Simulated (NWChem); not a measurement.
# Si2NH5ClF; SMILES N[Si@@H](F)[SiH2]Cl

```xyz
10

N      1.6750    -1.2446    -0.2585
Si    -0.0206    -1.3891    -0.0602
F     -0.4976    -2.3199     1.1854
Si    -0.8386     0.7812     0.2944
Cl     0.5247     1.8120     1.5164
H      2.2195    -0.6562     0.3616
H      2.2315    -2.0002    -0.6405
H     -0.5710    -2.0275    -1.2833
H     -0.9347     1.5356    -0.9831
H     -2.1602     0.8258     0.9716
```
Atoms are numbered in this order, from 1.

Coordinates come from a B3LYP/6-31G* (spherical d) optimisation.

Question: Give the principal values of the shielding tensors (ppm) of N1, Si2, F3, Si4, Cl5 from PBE/pcSseg-1, GIAO (NWChem), with their diamagnetic and paramagnetic parts as GIAO splits them.

Answer: 
```json
[
 {"atom": "N1", "σ11": "173.3", "σ22": "230.0", "σ33": "241.1", "isotropic": "214.8", "diamagnetic": "319.2", "paramagnetic": "-104.4"},
 {"atom": "Si2", "σ11": "310.1", "σ22": "351.0", "σ33": "394.4", "isotropic": "351.8", "diamagnetic": "880.5", "paramagnetic": "-528.7"},
 {"atom": "F3", "σ11": "212.8", "σ22": "305.4", "σ33": "384.1", "isotropic": "300.8", "diamagnetic": "474.3", "paramagnetic": "-173.5"},
 {"atom": "Si4", "σ11": "305.2", "σ22": "329.8", "σ33": "436.2", "isotropic": "357.1", "diamagnetic": "880.6", "paramagnetic": "-523.5"},
 {"atom": "Cl5", "σ11": "1016.9", "σ22": "1051.8", "σ33": "1106.1", "isotropic": "1058.3", "diamagnetic": "1148.7", "paramagnetic": "-90.5"}
]
```
